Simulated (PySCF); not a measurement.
C₂H₇BO₃Si.
Cartesian coordinates in Å at the GFN2-xTB level; atoms count from 1:
```xyz
14
C2H7BO3Si angstrom
O     -3.3930    0.4104    0.0127
B     -2.1817   -0.2169   -0.0500
O     -2.1728   -1.5698   -0.0485
C     -0.8289    0.5596   -0.1256
C      0.3539   -0.0496   -0.1789
O      1.5146    0.6180   -0.2648
Si     3.0732    0.1520   -0.2282
H     -3.3687    1.3654    0.0109
H     -3.0510   -1.9509   -0.0028
H     -0.8251    1.6434   -0.1428
H      0.4179   -1.1308   -0.1622
H      3.4325   -0.3217    1.1102
H      3.3247   -0.9211   -1.1924
H      3.7037    1.4114   -0.5890
```

PySCF, density fitting, gas phase, GFN2-xTB geometry. The standard run uses grid level 2 after a coarse-grid start, the def2-universal JK fitting basis (with tight functions added where the orbital basis needs them), an energy threshold of 1e-9 Eh and DIIS. The changed runs have no coarse-grid stage.

Question: Standard PBE0/def2-SVP: E = -619.726022 Eh, HOMO -6.827 eV, LUMO -0.047 eV, dipole 0.471 D, 14 cycles (coarse-grid cycles included). What changes at PBE0/def2-SVP with: start guess sap?

Answer: E = -619.726022 Eh (0.000 mEh), HOMO -6.827 eV (0.000), LUMO -0.047 eV (0.000), dipole 0.471 D (0.000), 16 SCF cycles. The result matches the standard run within 0.02 mEh and 0.003 eV; such settings steer the iterations and don't enter the energy expression.

The cycles:
```
cycle   1  E = -585.4363475422  dE =  3.106e+01  |g| = 8.214e+00  |ddm| = 2.380e+01
cycle   2  E = -474.9410532887  dE =  1.105e+02  |g| = 1.292e+01  |ddm| = 4.189e+01
cycle   3  E = -606.6082256637  dE = -1.317e+02  |g| = 5.570e+00  |ddm| = 3.592e+01
cycle   4  E = -610.8670980830  dE = -4.259e+00  |g| = 4.916e+00  |ddm| = 1.180e+01
cycle   5  E = -619.2813108036  dE = -8.414e+00  |g| = 1.394e+00  |ddm| = 1.022e+01
cycle   6  E = -619.6636234994  dE = -3.823e-01  |g| = 5.378e-01  |ddm| = 1.596e+00
cycle   7  E = -619.6886177660  dE = -2.499e-02  |g| = 3.909e-01  |ddm| = 7.857e-01
cycle   8  E = -619.7239325336  dE = -3.531e-02  |g| = 8.801e-02  |ddm| = 3.616e-01
cycle   9  E = -619.7252764568  dE = -1.344e-03  |g| = 4.875e-02  |ddm| = 8.903e-02
cycle  10  E = -619.7259415972  dE = -6.651e-04  |g| = 1.906e-02  |ddm| = 7.005e-02
cycle  11  E = -619.7260162281  dE = -7.463e-05  |g| = 5.140e-03  |ddm| = 1.751e-02
cycle  12  E = -619.7260210947  dE = -4.867e-06  |g| = 1.872e-03  |ddm| = 5.719e-03
cycle  13  E = -619.7260218198  dE = -7.251e-07  |g| = 3.015e-04  |ddm| = 1.911e-03
cycle  14  E = -619.7260218414  dE = -2.163e-08  |g| = 5.754e-05  |ddm| = 3.817e-04
cycle  15  E = -619.7260218420  dE = -5.322e-10  |g| = 3.281e-05  |ddm| = 6.439e-05
cycle  16  E = -619.7260218421  dE = -1.706e-10  |g| = 1.468e-05  |ddm| = 3.829e-05
```

Question: What changes at PBE0/def2-SVP with: start guess sap?

Answer: E = -619.726022 Eh (0.000 mEh), HOMO -6.827 eV (0.000), LUMO -0.047 eV (0.000), dipole 0.471 D (0.000), 16 SCF cycles. The result matches the standard run within 0.02 mEh and 0.003 eV; such settings steer the iterations and don't enter the energy expression.

The cycles:
```
cycle   1  E = -585.4363475422  dE =  3.106e+01  |g| = 8.214e+00  |ddm| = 2.380e+01
cycle   2  E = -474.9410532887  dE =  1.105e+02  |g| = 1.292e+01  |ddm| = 4.189e+01
cycle   3  E = -606.6082256637  dE = -1.317e+02  |g| = 5.570e+00  |ddm| = 3.592e+01
cycle   4  E = -610.8670980830  dE = -4.259e+00  |g| = 4.916e+00  |ddm| = 1.180e+01
cycle   5  E = -619.2813108036  dE = -8.414e+00  |g| = 1.394e+00  |ddm| = 1.022e+01
cycle   6  E = -619.6636234994  dE = -3.823e-01  |g| = 5.378e-01  |ddm| = 1.596e+00
cycle   7  E = -619.6886177660  dE = -2.499e-02  |g| = 3.909e-01  |ddm| = 7.857e-01
cycle   8  E = -619.7239325336  dE = -3.531e-02  |g| = 8.801e-02  |ddm| = 3.616e-01
cycle   9  E = -619.7252764568  dE = -1.344e-03  |g| = 4.875e-02  |ddm| = 8.903e-02
cycle  10  E = -619.7259415972  dE = -6.651e-04  |g| = 1.906e-02  |ddm| = 7.005e-02
cycle  11  E = -619.7260162281  dE = -7.463e-05  |g| = 5.140e-03  |ddm| = 1.751e-02
cycle  12  E = -619.7260210947  dE = -4.867e-06  |g| = 1.872e-03  |ddm| = 5.719e-03
cycle  13  E = -619.7260218198  dE = -7.251e-07  |g| = 3.015e-04  |ddm| = 1.911e-03
cycle  14  E = -619.7260218414  dE = -2.163e-08  |g| = 5.754e-05  |ddm| = 3.817e-04
cycle  15  E = -619.7260218420  dE = -5.333e-10  |g| = 3.281e-05  |ddm| = 6.439e-05
cycle  16  E = -619.7260218421  dE = -1.701e-10  |g| = 1.468e-05  |ddm| = 3.829e-05
```
